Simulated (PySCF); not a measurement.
# How methods differ on the excitation energy of Rb

Rb [Kr] 5s1 (2S) → Rb [Kr] 4d1 (2D), as a difference of total energies. Computed with PySCF 2.14 in x2c-QZVPPall with one added diffuse shell each of s, p, d, f, g type (14s9p8d4f3g, 136 functions), with the spin-free X2C one-electron Hamiltonian (Gaussian nucleus). Correlated levels: valence and next inner shell: [Ar] 3d10 frozen. The calculations carry no spin-orbit coupling.

| method | excitation energy (eV) |
| --- | --- |
| UHF | 2.181 |
| LDA | 2.188 |
| PBE | 2.019 |
| PBE0 | 2.075 |
| r2SCAN | 2.054 |
| revPBE | 1.932 |
| BP86 | 1.994 |
| B97-3 | 1.953 |
| MP2 (valence and next inner shell) | 2.396 |
| SCS-MP2 (valence and next inner shell) | 2.356 |

Problem. Which method comes closest to the reference value, and which is furthest?

Solution. The reference is 2.400 eV (measured; NIST levels, between the centres of gravity of the two terms). Closest: MP2 (valence and next inner shell) (error -0.004 eV); furthest: revPBE (error -0.468 eV).
